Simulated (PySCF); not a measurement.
# A small calculation by hand: refractive index and permittivity of the vapour

Ge(H)(Cl)2(vinyl) (C2H4Cl2Ge), SMILES C=[CH][GeH]([Cl])[Cl].

Coordinates come from a PBE0-D3(BJ)/def2-SVP optimisation. One conformer was computed; it need not be the lowest.

PBE/def2-TZVP (PySCF) gives a mean static polarisability of 77.5 bohr³ and a dipole moment of 2.61 D. Take an ideal gas at 298.15 K and 0.01 bar, whether or not the substance is that volatile.

Q: Work out n − 1 in the optical limit and the static ε − 1.

A: 
Polarisability volume α' = 77.5 × 0.148185 = 11.48 Å³. Number density N = p/kT = 2.43e-7 Å⁻³.
Dilute limit of Lorentz–Lorenz: n − 1 = 2π N α' = 1.8e-5.
Orientation term of Debye: μ²/(3kT) = 8.098 Å³ × μ²(D²) = 55.16 Å³.
ε − 1 = 4π N (α' + μ²/3kT) = 0.00020. Orientation of the dipole supplies 83 % of the static response; it can't follow optical fields. Vibrational polarisation and dispersion are left out.
